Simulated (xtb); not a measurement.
xtb input (GFN2-xTB):

```bash
xtb mol.xyz --gfn 2 --ohess tight --chrg 0 --uhf 0
```
mol.xyz:
```
13

O     -0.84452624     1.84842558    -0.04341639
B     -0.08840095     0.76544757    -0.00592307
O      1.28812954     0.81837093     0.24116010
Si     2.42554233    -0.46370848     0.37305873
O     -0.66752399    -0.49619271    -0.13782939
Si    -2.23790037    -0.90455981    -0.45333062
H     -0.28980851     2.69731256     0.06647913
H      3.68577295     0.23832061     0.65980326
H      2.02408279    -1.32003897     1.52608080
H      2.48487997    -1.24845617    -0.82006029
H     -2.69252106    -0.35010786    -1.73880731
H     -3.15655378    -0.41726352     0.66217802
H     -2.30840105    -2.33877082    -0.55445753
```

Output:

```
           -------------------------------------------------
          |                Calculation Setup                |
           -------------------------------------------------

           -------------------------------------------------
          |                 G F N 2 - x T B                 |
           -------------------------------------------------

        Reference                      10.1021/acs.jctc.8b01176
      * Hamiltonian:
        H0-scaling (s, p, d)           1.850000    2.230000    2.230000
        zeta-weighting                 0.500000
      * Dispersion:
        s8                             2.700000
        a1                             0.520000
        a2                             5.000000
        s9                             5.000000
      * Repulsion:
        kExp                           1.500000    1.000000
        rExp                           1.000000
      * Coulomb:
        alpha                          2.000000
        third order                    shell-resolved
        anisotropic                    true
        a3                             3.000000
        a5                             4.000000
        cn-shift                       1.200000
        cn-exp                         4.000000
        max-rad                        5.000000

          ...................................................
          :                      SETUP                      :
          :.................................................:
          :  # basis functions                  43          :
          :  # atomic orbitals                  41          :
          :  # shells                           21          :
          :  # electrons                        36          :
          :  max. iterations                   250          :
          :  Hamiltonian                  GFN2-xTB          :
          :  restarted?                      false          :
          :  GBSA solvation                  false          :
          :  PC potential                    false          :
          :  electronic temp.          300.0000000     K    :
          :  accuracy                    1.0000000          :
          :  -> integral cutoff          0.2500000E+02      :
          :  -> integral neglect         0.1000000E-07      :
          :  -> SCF convergence          0.1000000E-05 Eh   :
          :  -> wf. convergence          0.1000000E-03 e    :
          :  Broyden damping             0.4000000          :
          :  net charge                          0          :
          :  unpaired electrons                  0          :
          ...................................................

 iter      E             dE          RMSdq      gap      omega  full diag
   1    -20.5280726 -0.205281E+02  0.906E+00    7.34       0.0  T
   2    -20.8125054 -0.284433E+00  0.560E+00    6.07       1.0  T
   3    -20.8188335 -0.632803E-02  0.253E+00    6.11       1.0  T
   4    -20.8211369 -0.230345E-02  0.162E+00    5.97       1.0  T
   5    -20.8266209 -0.548395E-02  0.914E-01    6.06       1.0  T
   6    -20.8273732 -0.752331E-03  0.130E-01    6.12       1.0  T
[...]
   5 B    8 O           3     1.3492328     1.3587814     1.3397737
   1 H   14 Si          6     1.4630695     1.4638465     1.4617964
   8 O   14 Si          2     1.6200878     1.6203908     1.6197847

           -------------------------------------------------
          |               Frequency Printout                |
           -------------------------------------------------
 projected vibrational frequencies (cm⁻¹)
eigval :       -0.00    -0.00    -0.00     0.00     0.00     0.00
eigval :      -30.89    10.98    58.79    79.85   105.93   117.26
eigval :      357.77   412.58   524.00   586.02   597.66   607.55
eigval :      621.93   644.78   653.27   751.39   759.58   779.05
eigval :      783.76   795.87   826.03   836.12   987.22  1086.13
eigval :     1278.82  1331.94  2231.87  2238.51  2248.52  2253.61
eigval :     2271.88  2273.88  3630.05
 reduced masses (amu)
   1: 22.89   2: 19.63   3: 19.15   4: 21.42   5: 18.41   6: 20.50   7:  1.75   8:  2.25
   9: 20.08  10: 14.76  11: 17.49  12: 15.00  13: 15.74  14: 16.48  15:  3.26  16:  8.49
  17: 12.72  18:  3.86  19:  6.02  20:  4.19  21:  8.51  22:  2.42  23:  2.59  24:  2.38
  25:  2.78  26:  3.62  27:  7.39  28: 10.07  29:  7.79  30: 16.62  31: 12.79  32: 12.09
  33:  2.14  34:  2.15  35:  2.02  36:  2.00  37:  1.41  38:  1.35  39:  1.87
 IR intensities (km·mol⁻¹)
   1:  0.06   2:  0.08   3:  0.05   4:  0.05   5:  0.01   6:  0.04   7:  0.21   8:  0.08
   9:  0.77  10:  2.32  11:  2.68  12:  0.55  13: 22.30  14:  3.87  15: 45.75  16: 21.73
  17: 20.11  18:  0.03  19:269.63  20:108.60  21: 24.36  22:  3.30  23:505.10  24: 52.10
  25:205.46  26:309.63  27:639.28  28:332.01  29: 55.23  30:  9.14  31:838.39  32:******
  33:174.38  34:605.13  35:236.89  36:393.46  37:180.58  38: 70.10  39: 19.77
 Raman intensities (Ä⁴*amu⁻¹)
   1:  0.00   2:  0.00   3:  0.00   4:  0.00   5:  0.00   6:  0.00   7:  0.00   8:  0.00
   9:  0.00  10:  0.00  11:  0.00  12:  0.00  13:  0.00  14:  0.00  15:  0.00  16:  0.00
Molecule has the following symmetry elements: (sigma)
It seems to be the Cs point group
  17:  0.00  18:  0.00  19:  0.00  20:  0.00  21:  0.00  22:  0.00  23:  0.00  24:  0.00
  25:  0.00  26:  0.00  27:  0.00  28:  0.00  29:  0.00  30:  0.00  31:  0.00  32:  0.00
  33:  0.00  34:  0.00  35:  0.00  36:  0.00  37:  0.00  38:  0.00  39:  0.00
 output can be read by thermo (or use thermo option).
 writing <g98.out> molden fake output.
 recommended (thermochemical) frequency scaling factor: 1.0
           -------------------------------------------------
          |             Thermodynamic Functions             |
           -------------------------------------------------

cs  symmetry found (for desy threshold:  0.10E+00) used in thermo

          ...................................................
          :                      SETUP                      :
          :.................................................:
          :  # frequencies                          32      :
          :  # imaginary freq.                       1      :
          :  linear?                             false      :
          :  only rotor calc.                    false      :
          :  symmetry                               cs      :
          :  rotational number                       1      :
          :  scaling factor                  1.0000000      :
          :  rotor cutoff                   50.0000000 cm⁻¹ :
          :  imag. cutoff                  -20.0000000 cm⁻¹ :
          :.................................................:

    mode    ω/cm⁻¹     T·S(HO)/kcal·mol⁻¹    T·S(FR)/kcal·mol⁻¹   T·S(vib)
   ------------------------------------------------------------------------
       1     10.98    -2.33315 (  0.23%)    -1.50441 ( 99.77%)    -1.50633
       2     58.79    -1.34090 ( 65.65%)    -1.00835 ( 34.35%)    -1.22667
       3     79.85    -1.16117 ( 86.67%)    -0.91771 ( 13.33%)    -1.12873
       4    105.93    -0.99644 ( 95.27%)    -0.83401 (  4.73%)    -0.98876
       5    117.26    -0.93770 ( 96.80%)    -0.80393 (  3.20%)    -0.93342
   ------------------------------------------------------------------------

   temp. (K)  partition function   enthalpy   heat capacity  entropy
                                   cal/mol     cal/K/mol   cal/K/mol   J/K/mol
 298.15  VIB  0.354E+04             3988.239     24.109     26.312
         ROT  0.408E+06              888.752      2.981     28.653
         INT  0.144E+10             4876.992     27.090     54.966
         TR   0.130E+28             1481.254      4.968     40.293
         TOT                        6358.2455    32.0584    95.2589   398.5634

       T/K    H(0)-H(T)+PV         H(T)/Eh          T*S/Eh         G(T)/Eh
   ------------------------------------------------------------------------
    298.15    0.101325E-01    0.847257E-01    0.452606E-01    0.394651E-01
   ------------------------------------------------------------------------

         :::::::::::::::::::::::::::::::::::::::::::::::::::::
         ::                  THERMODYNAMIC                  ::
         :::::::::::::::::::::::::::::::::::::::::::::::::::::
         :: total free energy         -20.686460508321 Eh   ::
         ::.................................................::
         :: total energy              -20.725925597213 Eh   ::
         :: zero point energy           0.074593174101 Eh   ::
         :: G(RRHO) w/o ZPVE           -0.035128085210 Eh   ::
         :: G(RRHO) contrib.            0.039465088892 Eh   ::
         :::::::::::::::::::::::::::::::::::::::::::::::::::::
imag cut-off (cm-1) :    5.00
 found            1  significant imaginary frequency
 writing imag mode distorted coords to xtbhess.xyz
 for further optimization.

optimized geometry written to: xtbopt.xyz

           -------------------------------------------------
          | TOTAL ENERGY              -20.725925597213 Eh   |
          | TOTAL ENTHALPY            -20.641199913906 Eh   |
          | TOTAL FREE ENERGY         -20.686460508321 Eh   |
          | GRADIENT NORM               0.000139073317 Eh/α |
          | HOMO-LUMO GAP               6.249795956430 eV   |
Note: The following floating-point exceptions are signalling: IEEE_UNDERFLOW_FLAG IEEE_DENORMAL
normal termination of xtb
           -------------------------------------------------

------------------------------------------------------------------------
------------------------------------------------------------------------
 total:
 SCF:
 ANC optimizer:
 analytical hessian:
```
